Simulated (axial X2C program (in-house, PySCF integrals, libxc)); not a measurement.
# Potential curves of InSe⁺, two-component

All values were computed with an in-house relativistic program for diatomic molecules. Two-component (2c) means X2C with spin–orbit coupling and atomic mean-field two-electron Coulomb and Gaunt terms. Basis: In dyall-cv3z [11s12p9d4f1g], Se dyall-cv3z [8s9p6d4f1g] (cores contracted in-house); Gaussian nuclei, density fitting, unrestricted open shells. Masses: In 114.904 u, Se 79.917 u.

State: Ω = 2 (⟨Sz⟩ = 0.99, ⟨Lz⟩ = 1.01 at PBE0). Energies in eV from the fragments at the same level (In+ + Se). Fits are polynomials in 1 − R0/R over 0.85 to 1.23 times the lowest point R0.

| R (Å) | PBE0 |
| --- | --- |
| 2.3446 | -0.1164 |
| 2.4524 | -0.3165 |
| 2.5333 | -0.3885 |
| 2.6141 | -0.4180 |
| 2.6950 | -0.4208 |
| 2.7893 | -0.4043 |
| 2.8836 | -0.3772 |
| 3.0049 | -0.3364 |
| 3.1531 | -0.2865 |
| 3.3687 | -0.2209 |

Dissociation energies refer to the lowest single-determinant-based atoms at the same level and basis. Density functionals use the spin component along the axis (collinear). The functionals have no current-density term, which raises determinants with orbital currents, atoms included. The atomic limit has a lower orbital projection than the molecule and lies lower at mean-field level, so De may be about a tenth of an eV too small. The state is one determinant with fixed occupations, lowest in a PBE0 search at one distance only: followed along the bond, the spin-free determinant M_S = 1, Λ = 0 reaches 0.29 eV lower at PBE0, so the state shown is not the lowest. With several unpaired electrons one determinant need not be a pure state. Open-shell Ω = 0 determinants with evenly filled partner blocks cannot be reached by this program, so the Ω shown need not be the lowest component.

Problem. Fit the PBE0 curve near its minimum: give the equilibrium distance, the harmonic wavenumber and the well depth.

Solution. At PBE0, 2c: Re = 2.664 Å, ωe ≈ 131 cm⁻¹, De = 0.42 eV to In+ + Se; Be follows as 0.0504 cm⁻¹.
